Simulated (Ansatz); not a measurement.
S2, triplet, geometry from GFN2-xTB; Ansatz (a program for electronic structure) with CCSD(T)/def2-SVP.

Input for Ansatz:
Ansatz 0.2 input:
```yaml
crystal:
  periodic: [false, false, false]
  atoms:
    - {symbol: S, position_ang: [-0.00000000, -0.00000000, -0.95002097]}
    - {symbol: S, position_ang: [0.00000000, 0.00000000, 0.95002097]}
basis:
  gaussian:
    orbitals: def2-SVP
magnetization: {spin_polarized: true, initial_magnetization: 2}
correlation: {method: ccsd_t, electrons: outside_noble_gas}
accuracy: high
```

**Question.** What does Ansatz print? Leave out banner, timings and long lists.

**Answer.** 
```
Functional definition: HF
596 factors; integrals over basis functions are off by at most 3.7e-9 eV
mean field evaluation 1: about -21627.1963 eV, gradient 7.1e0 eV
mean field evaluation 2: about -21627.2022 eV, gradient 7.1e0 eV
mean field evaluation 4: about -21627.6296 eV, gradient 9.3e-1 eV
mean field evaluation 8: about -21627.6397 eV, gradient 4.1e-5 eV
mean field evaluation 16: about -21627.6219 eV, gradient 9.2e-1 eV
mean field evaluation 32: about -21625.1277 eV, gradient 1.6e-1 eV
mean field -21627.63965428 eV, -794.8010975540 hartree, gradient 2.0e-8 eV, S^2 2.026187; 3 other end points of the search recorded, 0 dependent functions left out
determinant -21627.63965428 eV, -794.8010975540 hartree, with singles and doubles -21634.63231645 eV, -795.0580731489 hartree
determinant -21625.12859323 eV, -794.7088177626 hartree, with singles and doubles -21631.36162491 eV, -794.9378774520 hartree
10 core orbitals not correlated
reference -21627.63965428 eV, -794.8010975540 hartree; 7, 5 occupied and 19, 21 virtual orbitals, 596 factors
second order -6.38518434 eV of doubles, -0.00000000 eV of singles
cycle   1  -6.99265576 eV  change    6.4e-6 eV  update   1.2e-4
cycle   2  -6.99264047 eV  change    1.5e-5 eV  update   6.1e-5
cycle   3  -6.99263799 eV  change    2.5e-6 eV  update   1.5e-5
cycle   4  -6.99264100 eV  change   -3.0e-6 eV  update   4.0e-6
cycle   5  -6.99264648 eV  change   -5.5e-6 eV  update   7.4e-7
cycle   6  -6.99264677 eV  change   -2.9e-7 eV  update   2.2e-7
cycle   7  -6.99264661 eV  change    1.5e-7 eV  update   7.1e-8
cycle   8  -6.99264661 eV  change    3.8e-9 eV  update   2.6e-8
cycle   9  -6.99264660 eV  change    1.5e-8 eV  update   1.4e-8
cycle  10  -6.99264656 eV  change    3.3e-8 eV  update   7.4e-8
cycle  11  -6.99264659 eV  change   -2.6e-8 eV  update   2.2e-8
cycle  12  -6.99264659 eV  change    1.5e-9 eV  update   4.8e-9
cycle  13  -6.99264659 eV  change  -5.0e-10 eV  update   1.4e-9
perturbative correction -0.27070037 eV, -0.0099480550 hartree
Total energy: -21634.90300123 eV, -795.0680206312 hartree
```
